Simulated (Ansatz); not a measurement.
A structure drawn as `O[Si](O)(F)[SiH2]F`, with this starting geometry:

```xyz
10

O     0.098   -0.942    1.749
Si    0.495    0.135    0.480
O     0.514    1.683    1.108
F     2.044   -0.314    0.088
Si   -0.933   -0.053   -1.392
F    -1.008   -1.576   -1.889
H     0.346   -1.852    1.552
H     1.094    1.700    1.906
H    -0.374    0.795   -2.545
H    -2.275    0.425   -1.058
```

Total charge 0; spin multiplicity 1.

Q: Relax it with Ansatz at PBE-D4/def2-SVP and then PBE0-D4/def2-TZVP. Is the drawn bonding still there?

A: Yes, every drawn bond is still there and no new one forms.

Q: Give the relaxed structure. (Estimate.)

A: Ansatz gave: 
Z-matrix (Å, degrees):
```
Si
O 1 1.624
F 1 1.600 2 111.3
O 1 1.634 2 108.2 3 117.7
Si 1 2.342 2 106.6 3 -118.3
H 2 0.960 1 119.3 3 -79.3
H 4 0.959 1 118.5 2 -160.0
F 5 1.609 1 108.0 2 -175.6
H 5 1.485 1 112.2 2 65.4
H 5 1.485 1 111.1 2 -57.6
```
All modes are real.

Atoms count as bonded under 1.1 times the sum of their covalent radii (H–H under 0.85 Å, pairs among N, O and F under 1.55 Å), and a drawn bond as lost past 1.3 times.
